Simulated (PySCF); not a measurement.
## r2SCAN on Br⁺ (bromine, charge +1)

Configuration: [Ar] 3d10 4s2 4p4, high-spin 3P determinant. Calculation: PySCF 2.14, in cc-pVDZ-PP with ECP10MDF; a scalar-relativistic core potential.

```json
{
  "Total energy": "-416.2338 hartree",
  "One-electron energy": "-719.6312 hartree",
  "Hartree (Coulomb) energy": "334.0855 hartree",
  "Exchange-correlation energy": "-30.6882 hartree",
  "⟨S²⟩": "2.0028",
  "⟨L²⟩": "2.010",
  "Sum of ⟨r⟩": "21.49 bohr",
  "Sum of ⟨r²⟩": "31.14 bohr²",
  "Traceless quadrupole moment −½Σ⟨3z² − r²⟩ along its main axis": "-1.86 e·bohr²",
  "Time after the integrals": "0.44 s of wall time on 1 thread of Neoverse-V1 (shared host)"
}
```

```tsv
shell	electrons	mean orbital energy (eV)	spread (eV)	rms radius, mean of both spins (bohr)
3s α	1	-245.23	0	0.592
3s β	1	-245.04	0	0.592
3p α	3	-189.15	0.723	0.612
3p β	3	-188.94	0.556	0.612
3d α	5	-79.782	0.712	0.648
3d β	5	-79.461	0.465	0.648
4s α	1	-32.275	0	1.75
4s β	1	-29.444	0	1.75
4p α	3	-18.735	1.606	2.11
4p β	1	-16.783	0	2.11
```

Energies and moments cover only the electrons outside the core potential.
